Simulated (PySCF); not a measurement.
Which orbitals make which state

C₂H₆F₂OSi.
Structure used (GFN2-xTB), in Å, numbered top down from 1:
```
atom  x, y, z in Å
C1     1.9674   -0.1624    0.3987
O2     0.7397   -0.2540   -0.3288
C3    -0.3651    0.1821    0.2993
F4    -0.2267    1.4949    0.6999
F5    -0.5520   -0.4769    1.4967
Si6   -1.8720   -0.0512   -0.8923
H7     1.9155   -0.7607    1.3104
H8     2.7335   -0.5543   -0.2644
H9     2.1834    0.8774    0.6517
H10   -3.0401    0.4332   -0.1623
H11   -1.9235   -1.4824   -1.1675
H12   -1.5591    0.7537   -2.0674
```

Theory: PySCF 2.14.0, density-fitted response routines, TDDFT CAM-B3LYP/def2-SVPD, vertical, gas phase, core orbitals frozen in the response.

Orbital energies (eV): HOMO-3 -11.77, HOMO-2 -11.60, HOMO-1 -10.56, HOMO -10.53, LUMO 1.10, LUMO+1 1.26, LUMO+2 1.68.

Computed singlets:

```csv
state,E (eV),f
S1,8.59,0.039
S2,8.64,0.0045
S3,8.93,0.0046
S4,9.01,0.0028
S5,9.09,0.0031
S6,9.19,0.103
S7,9.28,0.011
S8,9.30,0.230
```

Question: Which orbital pair leads each of S1 and S2, and how does its energy difference Δε compare with the excitation energy?

Answer: 

```tsv
state	leading configuration	weight	Δε (eV)	E (eV)	E − Δε (eV)	f	other configurations
S1	HOMO→LUMO	0.93	11.62	8.59	-3.03	0.039	–
S2	HOMO-1→LUMO	0.83	11.66	8.64	-3.02	0.0045	–
```

E − Δε runs from -3.03 to -3.02 eV. Among themselves, these states come in the order of their orbital differences.

H and L stand for HOMO and LUMO. The other states: S3 8.93 eV, f 0.0046, H→L+3 (54%), H-3→L (18%); S4 9.01 eV, f 0.0028, H-2→L (35%), H→L+4 (21%), H-2→L+1 (10%); S5 9.09 eV, f 0.0031, H-1→L+2 (50%), H→L+3 (19%), H-1→L+4 (11%); S6 9.19 eV, f 0.103, H→L+1 (48%), H→L+4 (16%), H-2→L (15%); S7 9.28 eV, f 0.011, H-1→L+4 (20%), H→L+3 (17%), H-3→L (17%); S8 9.30 eV, f 0.230, H→L+1 (45%), H→L+4 (29%), H-2→L (9%).

Triplets, Tamm–Dancoff:

```
state  E (eV)  λ (nm)  main configurations (H = HOMO, L = LUMO)
   T1    7.82   158.5                    H→L (70%), H→L+1 (16%)
   T2    8.30   149.4                               H→L+3 (76%)
   T3    8.35   148.5                  H-3→L (43%), H-1→L (29%)
```

Summed over the main configurations (up to three a state, each over 8%) of all 8 singlets, the electron leaves HOMO with weight 3.42, HOMO-1 with weight 1.64, HOMO-2 with weight 0.69 and HOMO-3 with weight 0.34.

Time: 28 s; peak memory 0.76 GiB. Hardware: one thread of an Arm Neoverse V1, no GPU, shared host.

One conformer stands for the species.

Without π bonds the low states are Rydberg-like; a valence basis with one diffuse set may place them up to an eV too high.
